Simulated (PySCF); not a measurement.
**[Dy(NH2)2]+ relaxed at several levels**

Computed with PySCF 2.14.0, def2-SVP on the ligands, density fitting, scalar-relativistic core potentials, no spin-orbit coupling, vacuum. Each row is relaxed at its own level from the same template. Distances are means of the shortest metal–ligand contacts, charges and spins Mulliken's; removal energies are rigid, with the ligand's formal charge and no counterpoise, so too large; for an anion taken off a cation in vacuum most of it is the attraction of opposite charges, and multiply charged cations can part far more cheaply with an electron moved from ligand to metal. lcecp potentials hold a fixed number of 4f electrons in the core, out of states, spins and gaps.

| level | basis on the metal | point group | M–NH2 (Å) | charge on M (e) | removal of one NH2 (eV) | strongest infrared band, degenerate modes summed (cm⁻¹) | unstable modes (below −25 cm⁻¹) |
| --- | --- | --- | --- | --- | --- | --- | --- |
| B3LYP | lcecp-1-SVP with ECP55 | C2v | 2.084 | 1.16 | 17.14 | 623 | 0 |

Question: What does the calculation give for TPSS, lcecp-1-SVP with ECP55?

Answer: point group: C2v, M–NH2 (Å): 2.089, charge on M (e): 1.16, removal of one NH2 (eV): 17.10, unstable modes (below −25 cm⁻¹): not given.
```xyz
7

Dy    1.1476    0.0531   -0.0050
N    -0.1235    0.0991    1.6510
H     0.0789    0.1648    2.6578
H    -1.1497    0.0458    1.5735
N    -0.1302   -0.1222   -1.6492
H     0.0815   -0.1929   -2.6543
H    -1.1566   -0.1646   -1.5738
```

Moved off a saddle point of the template and relaxed again: B3LYP, TPSS. One start shape was tried for each, so a minimum needn't be the lowest isomer.
